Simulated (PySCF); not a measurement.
# How methods differ on the ionisation energy of Pd⁺

Pd⁺ [Kr] 4d9 (2D) → Pd²⁺ [Kr] 4d8 (3F), as a difference of total energies. Calculation: PySCF 2.14, in x2c-QZVPPall with one added diffuse shell each of s, p, d, f, g type (14s9p8d5f3g, 143 functions); scalar relativity by spin-free X2C-1e. Correlated levels: valence: [Kr] frozen; valence and next inner shell: [Ar] 3d10 frozen. The calculations carry no spin-orbit coupling.

```
                                method  ionisation energy (eV)
                                   UHF                  17.426
                                   LDA                  20.330
                                   PBE                  19.827
                                  PBE0                  19.519
                                r2SCAN                  19.336
                         MP2 (valence)                  19.499
                     SCS-MP2 (valence)                  19.362
    MP2 (valence and next inner shell)                  19.688
SCS-MP2 (valence and next inner shell)                  19.428
```

How much does correlation contribute at MP2 (valence and next inner shell)?

19.688 − (17.426) = 2.262 eV, measured against UHF.

A first-order spin-orbit estimate (lowest level to lowest level, LS coupling) adds -0.118 eV.

For comparison: 19.43 ± 0.12 eV (semi-empirical (NIST evaluation); NIST Atomic Spectra Database, ionization energies).
